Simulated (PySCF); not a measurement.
Isomers of C8H17P.

All values: PBE0/pcSseg-1 (PySCF) at GFN2-xTB geometries, gas phase, one conformer each.

(1) Rank by dipole moment, lowest first.
A. `[CH2:1]=[CH:2][P:3]([CH2:4][CH3:5])[CH2:6][CH2:7][CH2:8][CH3:9]` with C1–C2–P3–C4 -125°, C2–P3–C4–C5 -178°, C2–P3–C6–C7 -73°, P3–C6–C7–C8 -62°, C6–C7–C8–C9 180°
B. `[CH2:1]=[C:2]([CH3:3])[P:4]([CH3:5])[C:6]([CH3:7])([CH3:8])[CH3:9]` with C1–C2–P4–C5 -166°
C. `[CH3:1][CH:2]=[P:3]1([CH3:4])[CH2:5][CH2:6][CH2:7][CH2:8][CH2:9]1` with C2–P3–C5–C6 61°, P3–C5–C6–C7 61°, C5–C6–C7–C8 -65°, C6–C7–C8–C9 66°
D. `[CH3:1][P:2]([CH3:3])[CH:4]1[CH2:5][CH2:6][CH2:7][CH2:8][CH2:9]1` with C1–P2–C4–C5 167°, P2–C4–C5–C6 179°, C4–C5–C6–C7 -58°, C5–C6–C7–C8 57°, C6–C7–C8–C9 -57°
E. `[CH2:1]=[CH:2][P@@:3](=[CH2:4])([CH2:5][CH3:6])[CH:7]([CH3:8])[CH3:9]` with C1–C2–P3–C4 -21°, C2–P3–C5–C6 53°, C2–P3–C7–C8 -169°

(2) Rank by the highest IAO charge on any atom, highest value first.
A. `[CH3:1][CH2:2][CH:3]1[CH2:4][P:5]([CH:6]([CH3:7])[CH3:8])[CH2:9]1` with C1–C2–C3–C4 -69°, C4–P5–C6–C7 158°, C2–C3–C4–P5 -135°, C3–C4–P5–C6 -86°, C4–P5–C9–C3 -11°, C2–C3–C9–P5 136°
B. `[CH3:1][CH2:2][CH2:3][CH2:4][P:5]([CH3:6])[CH:7]1[CH2:8][CH2:9]1` with C1–C2–C3–C4 180°, C2–C3–C4–P5 176°, C3–C4–P5–C6 175°, C4–P5–C7–C8 -102°
C. `[CH3:1][P:2]([CH3:3])[CH:4]1[CH2:5][CH2:6][CH2:7][CH2:8][CH2:9]1` with C1–P2–C4–C5 167°, P2–C4–C5–C6 179°, C4–C5–C6–C7 -58°, C5–C6–C7–C8 57°, C6–C7–C8–C9 -57°
D. `[CH2:1]=[CH:2][P@@:3](=[CH2:4])([CH3:5])[C@H:6]([CH3:7])[CH2:8][CH3:9]` with C1–C2–P3–C4 80°, C2–P3–C6–C7 -51°, P3–C6–C8–C9 -156°
E. `[CH2:1]=[CH:2][P@@:3](=[CH2:4])([CH2:5][CH3:6])[CH:7]([CH3:8])[CH3:9]` with C1–C2–P3–C4 -21°, C2–P3–C5–C6 53°, C2–P3–C7–C8 -169°
F. `[CH2:1]=[C:2]([CH3:3])[P:4]([CH3:5])[C:6]([CH3:7])([CH3:8])[CH3:9]` with C1–C2–P4–C5 -166°

(3) Rank by the highest Hirshfeld charge on any atom, highest value first.
A. `[CH3:1][CH2:2][C:3]([CH3:4])([CH3:5])[PH:6][CH:7]1[CH2:8][CH2:9]1` with C1–C2–C3–C4 -57°, C2–C3–P6–C7 68°, C3–P6–C7–C8 -100°
B. `[CH3:1][CH:2]([CH3:3])[P:4]([CH3:5])[CH:6]1[CH2:7][CH2:8][CH2:9]1` with C1–C2–P4–C5 -169°, C2–P4–C6–C7 -168°, P4–C6–C7–C8 -132°, C6–C7–C8–C9 12°, C7–C8–C9–C6 -12°, P4–C6–C9–C8 129°
C. `[CH3:1][CH2:2][CH:3]1[CH2:4][P:5]([CH:6]([CH3:7])[CH3:8])[CH2:9]1` with C1–C2–C3–C4 -69°, C4–P5–C6–C7 158°, C2–C3–C4–P5 -135°, C3–C4–P5–C6 -86°, C4–P5–C9–C3 -11°, C2–C3–C9–P5 136°
D. `[CH2:1]=[CH:2][P:3]([CH2:4][CH3:5])[CH2:6][CH2:7][CH2:8][CH3:9]` with C1–C2–P3–C4 -125°, C2–P3–C4–C5 -178°, C2–P3–C6–C7 -73°, P3–C6–C7–C8 -62°, C6–C7–C8–C9 180°
E. `[CH3:1][CH:2]=[P:3]1([CH3:4])[CH2:5][CH2:6][CH2:7][CH2:8][CH2:9]1` with C2–P3–C5–C6 61°, P3–C5–C6–C7 61°, C5–C6–C7–C8 -65°, C6–C7–C8–C9 66°

## Answers

(1) A (1.06 D), D (1.25 D), B (1.43 D), C (2.60 D), E (2.97 D).

(2) D (+1.188 e), E (+1.147 e), B (+0.495 e), C (+0.480 e), F (+0.463 e), A (+0.432 e).

(3) E (+0.370 e), D (+0.165 e), B (+0.149 e), C (+0.138 e), A (+0.126 e).

All values together:

| SMILES | μ (D) | HOMO (eV) | LUMO (eV) | lowest IAO charge (e) | highest IAO charge (e) | lowest Hirshfeld charge (e) | highest Hirshfeld charge (e) |
| --- | --- | --- | --- | --- | --- | --- | --- |
| CCC1CP(C(C)C)C1 | 1.48 | -6.30 | 0.80 | -0.442 (C) | +0.432 (P) | -0.123 (C) | +0.138 (P) |
| CC=P1(C)CCCCC1 | 2.60 | -4.70 | 1.02 | -0.728 (C) | +1.142 (P) | -0.236 (C) | +0.370 (P) |
| CP(C1CC1)C(C)(C)C | 1.23 | -6.42 | 1.26 | -0.608 (C) | +0.469 (P) | -0.169 (C) | +0.161 (P) |
| C=C[P@@](=C)(C)[C@H](C)CC | 2.98 | -5.01 | -0.61 | -0.925 (C) | +1.188 (P) | -0.323 (C) | +0.375 (P) |
| CCCCP(C)C1CC1 | 1.23 | -6.54 | 1.21 | -0.609 (C) | +0.495 (P) | -0.169 (C) | +0.157 (P) |
| C=C(C)P(C)C(C)(C)C | 1.43 | -6.20 | 0.02 | -0.610 (C) | +0.463 (P) | -0.168 (C) | +0.153 (P) |
| C=C[P@@](=C)(CC)C(C)C | 2.97 | -5.18 | -0.52 | -0.923 (C) | +1.147 (P) | -0.317 (C) | +0.367 (P) |
| CC(C)P(C)C1CCC1 | 1.26 | -6.46 | 1.09 | -0.607 (C) | +0.461 (P) | -0.168 (C) | +0.149 (P) |
| CP(C)C1CCCCC1 | 1.25 | -6.40 | 1.29 | -0.609 (C) | +0.480 (P) | -0.168 (C) | +0.147 (P) |
| C=CP(CC)CCCC | 1.06 | -6.55 | -0.13 | -0.428 (C) | +0.476 (P) | -0.121 (C) | +0.165 (P) |
| CCP1CCCCCC1 | 1.15 | -6.38 | 1.24 | -0.435 (C) | +0.452 (P) | -0.122 (C) | +0.150 (P) |
| CCC(C)(C)PC1CC1 | 1.26 | -6.68 | 0.91 | -0.419 (C) | +0.315 (P) | -0.124 (C) | +0.126 (P) |

Conformers: `[CH3:1][CH2:2][CH:3]1[CH2:4][P:5]([CH:6]([CH3:7])[CH3:8])[CH2:9]1` with C1–C2–C3–C4 -69°, C4–P5–C6–C7 158°, C2–C3–C4–P5 -135°, C3–C4–P5–C6 -86°, C4–P5–C9–C3 -11°, C2–C3–C9–P5 136°; `[CH3:1][CH:2]=[P:3]1([CH3:4])[CH2:5][CH2:6][CH2:7][CH2:8][CH2:9]1` with C2–P3–C5–C6 61°, P3–C5–C6–C7 61°, C5–C6–C7–C8 -65°, C6–C7–C8–C9 66°; `[CH3:1][P:2]([CH:3]1[CH2:4][CH2:5]1)[C:6]([CH3:7])([CH3:8])[CH3:9]` with C1–P2–C3–C4 88°; `[CH2:1]=[CH:2][P@@:3](=[CH2:4])([CH3:5])[C@H:6]([CH3:7])[CH2:8][CH3:9]` with C1–C2–P3–C4 80°, C2–P3–C6–C7 -51°, P3–C6–C8–C9 -156°; `[CH3:1][CH2:2][CH2:3][CH2:4][P:5]([CH3:6])[CH:7]1[CH2:8][CH2:9]1` with C1–C2–C3–C4 180°, C2–C3–C4–P5 176°, C3–C4–P5–C6 175°, C4–P5–C7–C8 -102°; `[CH2:1]=[C:2]([CH3:3])[P:4]([CH3:5])[C:6]([CH3:7])([CH3:8])[CH3:9]` with C1–C2–P4–C5 -166°; `[CH2:1]=[CH:2][P@@:3](=[CH2:4])([CH2:5][CH3:6])[CH:7]([CH3:8])[CH3:9]` with C1–C2–P3–C4 -21°, C2–P3–C5–C6 53°, C2–P3–C7–C8 -169°; `[CH3:1][CH:2]([CH3:3])[P:4]([CH3:5])[CH:6]1[CH2:7][CH2:8][CH2:9]1` with C1–C2–P4–C5 -169°, C2–P4–C6–C7 -168°, P4–C6–C7–C8 -132°, C6–C7–C8–C9 12°, C7–C8–C9–C6 -12°, P4–C6–C9–C8 129°; `[CH3:1][P:2]([CH3:3])[CH:4]1[CH2:5][CH2:6][CH2:7][CH2:8][CH2:9]1` with C1–P2–C4–C5 167°, P2–C4–C5–C6 179°, C4–C5–C6–C7 -58°, C5–C6–C7–C8 57°, C6–C7–C8–C9 -57°; `[CH2:1]=[CH:2][P:3]([CH2:4][CH3:5])[CH2:6][CH2:7][CH2:8][CH3:9]` with C1–C2–P3–C4 -125°, C2–P3–C4–C5 -178°, C2–P3–C6–C7 -73°, P3–C6–C7–C8 -62°, C6–C7–C8–C9 180°; `[CH3:1][CH2:2][P:3]1[CH2:4][CH2:5][CH2:6][CH2:7][CH2:8][CH2:9]1` with C1–C2–P3–C4 175°, C2–P3–C4–C5 173°, P3–C4–C5–C6 36°, C4–C5–C6–C7 54°, C5–C6–C7–C8 -101°; `[CH3:1][CH2:2][C:3]([CH3:4])([CH3:5])[PH:6][CH:7]1[CH2:8][CH2:9]1` with C1–C2–C3–C4 -57°, C2–C3–P6–C7 68°, C3–P6–C7–C8 -100°.
